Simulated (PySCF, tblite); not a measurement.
C₅H₈F₃P.
Z-matrix (Å and degrees, GFN2-xTB geometry), rows numbered from 1:
```
C 
C   1  1.3230
P   2  1.8157  1  124.94
C   3  1.8761  2   96.90  1  -121.18
C   4  1.5257  3  110.54  2   171.89
C   5  1.5152  4  111.10  3   175.62
F   6  1.3423  5  112.52  4    58.86
F   6  1.3417  5  112.53  4   -61.30
F   6  1.3427  5  112.06  4   178.71
H   1  1.0781  2  121.94  3  -176.58
H   1  1.0784  2  121.80  3     3.17
H   2  1.0842  1  120.71  3   175.01
H   3  1.4016  2   95.93  1   -24.93
H   4  1.0943  3  107.52  2   -68.45
H   4  1.0930  3  110.26  2    49.45
H   5  1.0920  4  110.80  3    56.11
H   5  1.0921  4  110.96  3   -64.72
```

Jobs on this species (17 atoms, 80 electrons) with PySCF (density fitting) and tblite. Hardware of each: one thread, Arm Neoverse V1 (aarch64), shared host. The host was shared with other jobs, so the times are rough.

| level and settings | work | basis functions | SCF cycles | wall time |
| --- | --- | --- | --- | --- |
| GFN2-xTB | Hessian by finite differences | – | – | 0.59 s |
| GFN2-xTB | L-BFGS relaxation | – | – | 0.53 s |
| PBE0/pcSseg-1 | shieldings, charges and field gradients | 200 | ? | ? |

Fill in the missing figures.

- PBE0/pcSseg-1; shieldings, charges and field gradients: 29 s, 13 SCF cycles

What do all jobs in the table cost together?

About 30 s; the longest takes about 96 % of that, and about 55 times as long as the shortest.
